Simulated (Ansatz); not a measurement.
C$_{2}$H$_{9}$NSSi (`CC(N)([SiH3])S`), relaxed with RKS PBE0-D4/def2-TZVP in Ansatz 0.2.0 from a PBE-D4/def2-SVP geometry. The force threshold is 0.005 eV/Å; the program also tests the step.

Charge 0, multiplicity 1.

Start:

```xyz
14

C    -0.642   -0.616   -1.324
C     0.218   -0.092   -0.169
N     0.956   -1.175    0.421
Si   -0.865    0.760    1.166
S     1.282    1.298   -0.946
H    -1.244    0.191   -1.787
H    -0.001   -1.059   -2.117
H    -1.322   -1.409   -0.954
H     1.552   -1.642   -0.277
H     1.572   -0.855    1.177
H    -1.644    1.893    0.564
H     0.049    1.286    2.244
H    -1.822   -0.223    1.789
H     1.910    1.642    0.214
```

(1) By how much does the energy fall, and how many steps does the optimiser take? (An estimate is asked.)

(2) Which bonds change most? (An estimate is asked.)

(3) Give the relaxed structure. (Estimate.)

Results:

(1) Computed: 0.06 eV, in 7 steps, 1 of them rejected.

(2) Ansatz gave: C2–S5 from 1.915 to 1.864 Å; C2–Si4 from 1.919 to 1.897 Å; S5–H14 from 1.363 to 1.343 Å; Si4–H13 from 1.507 to 1.488 Å.

(3) Ansatz gave: 
```xyz
14

C    -0.637   -0.604   -1.311
C     0.220   -0.079   -0.168
N     0.951   -1.167    0.417
Si   -0.854    0.754    1.155
S     1.270    1.260   -0.929
H    -1.230    0.190   -1.767
H    -0.005   -1.044   -2.091
H    -1.306   -1.382   -0.940
H     1.532   -1.631   -0.274
H     1.555   -0.860    1.169
H    -1.626    1.869    0.553
H     0.048    1.279    2.217
H    -1.792   -0.230    1.761
H     1.874    1.646    0.207
```
